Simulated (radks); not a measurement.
Values are calculated unless marked as measured or tabulated.
Task: Species: Tb3+. Configuration: [Xe] 4f8. Code: a radial shooting solver on a logarithmic mesh with Libxc functionals. Model: scalar-relativistic Kohn-Sham, SCAN, spin-unpolarised, spherical densities, finite nucleus; meta-GGA in the generalised Kohn-Sham scheme; Fermi nuclear charge, rms radius 5.06 fm. Some entries of the table are withheld. Estimate them.

orbital,occ.,eigenvalue (hartree),<r^2> (bohr^2),r(max) (bohr)
1s,2,(1),0.0006317,0.01364
2s,2,-318.3587,0.009880,0.07742
2p,6,-282.8690,0.007988,0.06281
3s,2,(2),0.06527,0.2194
3p,6,-60.89406,0.06560,0.2156
3d,10,-46.53999,0.05513,0.1767
4s,2,-15.35336,0.3299,0.5048
4p,6,-11.70094,0.3727,0.5267
4d,10,-6.67681,0.4487,0.5462
5s,2,-2.85741,1.897,1.168
5p,6,-1.96374,2.535,1.327
4f,8,-1.24815,0.8835,0.5501

Result: 
(1) 1s eigenvalue (hartree): -1909.485
(2) 3s eigenvalue (hartree): -71.91806
